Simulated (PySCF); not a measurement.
# Redox energetics: `[O]CC1=CCCC1` (C6H9O•)

Molecule: `[O]CC1=CCCC1` (C6H9O•, doublet). Atom numbers as in the mapped SMILES `[O:1][CH2:2][C:3]1=[CH:4][CH2:5][CH2:6][CH2:7]1`.

Computed at ωB97X-D3(BJ)/ma-def2-SVP // GFN2-xTB with PySCF (density fitting, grid level 2). Zero-point and thermal terms (298.15 K, 1 bar) come from unscaled GFN2-xTB harmonic frequencies, with soft modes damped to free rotors in the entropy.

Frontier levels of the parent: HOMO -9.16 eV, LUMO -1.56 eV.

Vertical ionisation energy to the singlet cation: 10.38 eV. The product does not keep its bonds on relaxation, so no adiabatic value is given.

Oxidation to the triplet cation:
```
Vertical ionisation energy (electronic)              : 9.00 eV
Adiabatic ionisation energy (with zero-point energy) : 8.76 eV
Adiabatic, electronic part                           : 8.90 eV
Vertical gap at the product's structure              : 8.76 eV
⟨S²⟩ of the product                                  : 2.007
Largest spin populations                             : O1 0.89, C4 0.42, C3 0.37, H (on C2) 0.10
Largest changes of atomic charge                     : C3 0.22, C4 0.22, H (on C5) 0.09, H (on C5) 0.08
Potential in acetonitrile                            : 6.38 V absolute (solvation -18 → -245 kJ/mol)
```

Reduction to the singlet anion:
| Item | Value |
| --- | --- |
| Vertical electron affinity (electronic) | 1.69 eV |
| Adiabatic electron affinity (with zero-point energy) | 1.84 eV |
| Adiabatic, electronic part | 1.81 eV |
| Vertical gap at the product's structure | 1.99 eV |
| Largest changes of atomic charge | O1 -0.59, H (on C2) -0.17, H (on C2) -0.17, C2 0.10 |
| Potential in acetonitrile | 4.56 V absolute (solvation -18 → -281 kJ/mol) |

Solvents are IEF-PCM continua (electrostatics only, gas-phase structures); absolute potentials refer to an electron at rest in vacuum.

Caveats: ma-def2-SVP is a small basis, whose errors can reach tens of kJ/mol.

Hardware: 1 thread of Intel Xeon @ 2.50GHz, shared with other jobs. Command: `OMP_NUM_THREADS=1 python redox_run.py task.json out`. Structures, frequencies and single points: 27 min.
